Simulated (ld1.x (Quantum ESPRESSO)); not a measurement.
**Before and after: TM semilocal potential for Ca**

```
Element                 : calcium
Generator               : ld1.x (Quantum ESPRESSO) 7.5
Type                    : norm-conserving Troullier–Martins (semilocal form)
Functional              : PBE
Relativity              : scalar-relativistic
Frozen core             : [Ar]
Valence charge          : 2
Reference configuration : 3d1 4s1 4p0
Partial waves           : 4s (bound): rc 3.80 bohr; 4p (bound, empty): rc 4.20 bohr; 3d (bound): rc 3.20 bohr
Local potential         : the d channel
Core correction         : none
```

Change: wave 3d (bound): rc 3.20 bohr becomes 3d (bound): rc 2.60 bohr.

Cutoffs: the cutoffs (Ry, on a coarse ladder) from which the occupation-weighted sum of valence levels, in a spherical-Bessel basis at the reference potential, stays within 10 and 1 mRy of its value at 400 Ry; they do not see the model core or the augmentation charge, which bear on the density cutoff. Errors are all-electron minus pseudo energies relative to the spin-unpolarised reference configuration.

Q: What does the change do?

A: The potential gets harder (18 Ry and 25 Ry → 25 Ry and 35 Ry); of the 7 tests that both files solve, the error grows in 0 and shrinks in 1 by more than 15 % and 0.3 meV (median size 333.7 → 299.4 meV); neither file shows a bound ghost at the reference potential, the only one tested. A smaller radius makes the pseudo-wave follow the all-electron one further in, where it bends more sharply, so more plane waves are needed. A semilocal file is local in each channel, so a ghost entry of none says nothing of the separable form that plane-wave codes build from it.

```tsv
quantity	base	changed
cutoff, loose	18 Ry	25 Ry
cutoff, tight	25 Ry	35 Ry
loose cutoff by channel (10 mRy a level)	s 6 Ry, d 18 Ry	s 6 Ry, d 25 Ry
bound ghosts	none	none
error for 3d0 4s2 4p0, meV [ΔE -2.28 eV]	+312	+280
error for 3d0 4s1 4p0, meV [ΔE 4.03 eV]	+371	+332
error for 3d0 4s1.5 4p0, meV [ΔE 0.22 eV]	+334	+299
error for 3d0.5 4s1.5 4p0, meV [ΔE -1.23 eV]	+49	+38
error for 3d0 4s1 4p1, meV [ΔE 0.14 eV]	+344	+303
error for 3d1 4s0 4p0, meV [ΔE 5.41 eV]	+117	+115
error for 3d0 4s0 4p1, meV [ΔE 7.08 eV]	+493	+440
s: phases at 4.53 bohr within 0.05 rad from the reference energy up to (Ry; the scan ends near 5)	0.7	0.7
p: phases at 4.53 bohr within 0.05 rad from the reference energy up to (Ry; the scan ends near 5)	1.1	1.1
d: phases at 4.53 bohr within 0.05 rad from the reference energy up to (Ry; the scan ends near 5)	0.3	0.4
```

Base: These tests converged, but a pseudo level misses the all-electron one widely, so the file describes the atom poorly there or has found another state: 3d0 4s0 4p1: empty 3d by 2.5 eV. Changed file: These tests converged, but a pseudo level misses the all-electron one widely, so the file describes the atom poorly there or has found another state: 3d0 4s0 4p1: empty 3d by 2.5 eV.
